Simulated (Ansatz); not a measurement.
`C[SiH](Cl)[SnH3]` → `[CH2]` (triplet) + `Cl[SiH2][SnH3]` at 298.15 K and 1 bar (formal loss of a carbene).

Isolated molecules relaxed with PBE0-D4/def2-TZVP in Ansatz; ΔE leaves out vibrations. CCSD(T)/CBS is the MP2 limit (def2-TZVPP, def2-QZVPP) plus CCSD(T) − MP2 in def2-TZVPP, frozen cores. This one scheme is used for every species. Triplets are unrestricted, without spin–orbit coupling. Elements past krypton have def2 core potentials. For Sn outer-core shells are correlated without core-valence functions, which leaves a few kJ/mol of doubt a bond.

```tsv
species	CCSD(T)/CBS energy (Eh)	H − E (kJ/mol)	S (J/(mol·K))
`C[SiH](Cl)[SnH3]`	-1005.19559	202.1	388.1
`[CH2]` (triplet)	-39.09499	55.4	195.3
`Cl[SiH2][SnH3]`	-965.91563	121.6	350.5
```

H − E and S are ideal-gas, rigid-rotor, harmonic terms from PBE0-D4/def2-TZVP, for one conformer and one mirror image of each species, with the whole ground term of open shells counted as degenerate. 1 Eh = 2625.50 kJ/mol, R = 8.31446 J/(mol·K).

Problem. By hand: ΔE, ΔH, ΔS and ΔG.

Solution. ΔE = (-39.09499) + (-965.91563) − (-1005.19559) = 0.18497 Eh = 485.6 kJ/mol. Δ(H − E) = 55.4 + 121.6 − 202.1 = -25.1, so ΔH = 460.5 kJ/mol. ΔS = 195.3 + 350.5 − 388.1 = 157.7 J/(mol·K). ΔG = 460.5 − 298.15 × (157.7)/1000 = 413.5 kJ/mol.

Problem. By hand: the equilibrium constant, and the temperature at which ΔG would vanish if ΔH and ΔS stayed fixed.

Solution. log₁₀ K = −ΔG/(RT ln 10) = -72.4. ΔG = 0 at ΔH/ΔS = 2920 K, far beyond where these terms or the molecules hold.

The number of gas molecules changes by +1, which sets the sign of ΔS. A doubt of 5 kJ/mol in ΔE shifts log₁₀ K by 0.9 here. Other conformers and mirror images would add mixing entropy, several J/(mol·K) or more a flexible species. A triplet takes part, so the spin changes. These are equilibria of isolated gas molecules and say nothing of rates. Largest T1 diagnostic: 0.012 (customary marks: 0.02 for closed shells, 0.045 for open ones).
